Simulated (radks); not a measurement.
The numbers below are computed, except where a source is named.
Pb, 82 electrons, occupied as [Hg] 6p2 (the NIST ground configuration). Code: a radial shooting solver on a logarithmic mesh with Libxc functionals. Model: scalar-relativistic Kohn-Sham, BP86, spin-polarised, spherical densities, finite nucleus; open shells are filled with parallel spins first (spin-orbit coupling, left out, can overturn this in heavy ions); Fermi nuclear charge, rms radius 5.5012 fm.

Radial electron density D(r) = 4 pi r^2 rho(r):

r (bohr),D(r) (e/bohr),spin D(r)
0.001558,23.00,-0.0000834
0.002146,34.85,-0.000117
0.002932,50.43,-0.000147
0.004005,69.56,-0.000141
0.005471,90.01,-0.0000212
0.007475,107.0,0.000385
0.01021,114.7,0.00140
0.01395,110.3,0.00350
0.01921,102.0,0.00708
0.02625,108.4,0.0110
0.03586,135.8,0.0118
0.04899,155.6,0.00512
0.06692,138.2,-0.00416
0.09143,121.8,0.00224
0.1249,142.7,0.0189
0.172,127.0,0.00594
0.235,83.62,0.00587
0.321,94.94,0.0351
0.4386,81.53,-0.000690
0.5992,39.43,0.0505
0.8186,25.99,0.0889
1.118,18.19,-0.0455
1.54,8.470,0.147
2.104,3.645,0.614
2.874,1.610,0.742
3.927,0.6071,0.450
5.364,0.1557,0.142
7.329,0.02123,0.0208
10.01,0.001264,0.00126

D(r) has 4 maxima, at r = 0.0105, 0.0498, 0.137, 0.353 bohr, and minima at 0.0206, 0.0885, 0.251 bohr, inside which lie 1.88, 11.01, 30.04 electrons.
